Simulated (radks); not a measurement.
Results of a calculation; reference values are marked as such.
Re+, 74 electrons, occupied as [Xe] 4f14 5d5 6s1 (the NIST ground configuration).

Level of theory: Dirac Kohn-Sham, PBE, spin-unpolarised, spherical densities, finite nucleus; open shells are shared between the two j in proportion to 2j + 1; Fermi nuclear charge, rms radius 5.3698 fm (a radial shooting solver on a logarithmic mesh with Libxc functionals).

Energy parts (eV):
| part | energy |
|---|---|
| total | -454827.87 |
| kinetic | 514077.14 |
| electron-nucleus | -1137061.52 |
| Hartree | 177208.96 |
| exchange-correlation | -9052.45 |

Orbitals (lengths in bohr, moments of r in powers of bohr; r(90%) holds 90 % of the orbital's charge):
orbital  occ.  eigenvalue (eV)  r(90%)   <1/r>       <r^4>
1s1/2       2        -71540.00  0.0329   88.71   5.462e-07
2s1/2       2        -12401.97   0.118   21.63  0.00008128
2p1/2       2        -11869.80   0.104   21.60  0.00004881
2p3/2       4        -10430.19   0.115   18.04  0.00007195
3s1/2       2        -2877.051   0.290   7.942    0.002993
3p1/2       2        -2638.903   0.281   7.858    0.002634
3p3/2       4        -2326.272   0.302   6.936    0.003510
3d3/2       4        -1925.390   0.275   6.831    0.002372
3d5/2       6        -1857.525   0.281   6.614    0.002588
4s1/2       2        -606.4855   0.633   3.342     0.06979
4p1/2       2        -507.0160   0.647   3.232     0.07591
4p3/2       4        -434.0866   0.695   2.911      0.1011
4d3/2       4        -270.5782   0.739   2.699      0.1282
4d5/2       6        -257.1022   0.756   2.622      0.1403
4f5/2       6         -51.3510   0.947   2.180      0.3894
4f7/2       8         -48.8394   0.963   2.148      0.4176
5s1/2       2         -92.7741    1.49   1.305       2.148
5p1/2       2         -62.7225    1.66   1.176       3.289
5p3/2       4         -51.7585    1.81   1.061       4.684
5d3/2       2         -13.5064    2.85  0.7243       29.08
5d5/2       3         -12.5779    2.96  0.6965       34.17
6s1/2       1         -12.6797    4.19  0.4426       132.1
6p1/2       0          -7.6019    5.33  0.3494       340.8
6p3/2       0          -6.7407    5.78  0.3190       472.1

The highest occupied level is 5d5/2 at -12.578 eV. The density falls to 0.001 e/bohr^3 at r = 4.24 bohr.

Run on one thread of a shared host, so times are rough (Arm Neoverse N1): 0.26 s of CPU time, 0.26 s wall, 15 iterations on 2398 mesh points.
